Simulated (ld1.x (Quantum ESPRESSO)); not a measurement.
# u(r) = r·R(r): atom against pseudo-atom (N)

Columns: radius, all-electron u(r) and pseudo u(r) of the 2s shell (level -18.58 eV) of nitrogen in the configuration [He] 2s2 2p3; PBE, scalar-relativistic, RRKJ scheme, ld1.x (Quantum ESPRESSO) 7.5.

```tsv
r (bohr)	all-electron	pseudo
0.072	0.3443	-0.0278
0.145	0.3749	-0.0657
0.217	0.2567	-0.1202
0.290	0.0760	-0.1960
0.362	-0.1153	-0.2897
0.435	-0.2980	-0.3979
0.507	-0.4559	-0.5091
0.580	-0.5895	-0.6167
0.652	-0.6947	-0.7094
0.725	-0.7755	-0.7846
0.798	-0.8329	-0.8386
0.870	-0.8695	-0.8725
0.942	-0.8894	-0.8903
1.015	-0.8953	-0.8953
1.088	-0.8896	-0.8896
1.160	-0.8750	-0.8750
1.232	-0.8536	-0.8536
1.305	-0.8266	-0.8266
1.378	-0.7956	-0.7956
1.450	-0.7625	-0.7625
1.522	-0.7277	-0.7277
1.595	-0.6915	-0.6915
1.668	-0.6550	-0.6550
1.740	-0.6192	-0.6192
1.812	-0.5840	-0.5840
1.885	-0.5491	-0.5491
```

(1) How many radial nodes do the two functions have?

(2) At about which radius was the pseudo-wave matched?

(3) Is the pseudo-wave norm-conserving?

## Answers

(1) The all-electron 2s function has n − l − 1 = 1; the pseudo-wave has 0, since the states of the same l below it are removed with the core.

(2) 1.05 bohr, where the columns begin to agree (steps of 0.07 bohr).

(3) Yes: the RRKJ scheme keeps the norm inside the radius equal to the all-electron one, which fixes the energy derivative of the logarithmic derivative at the level.
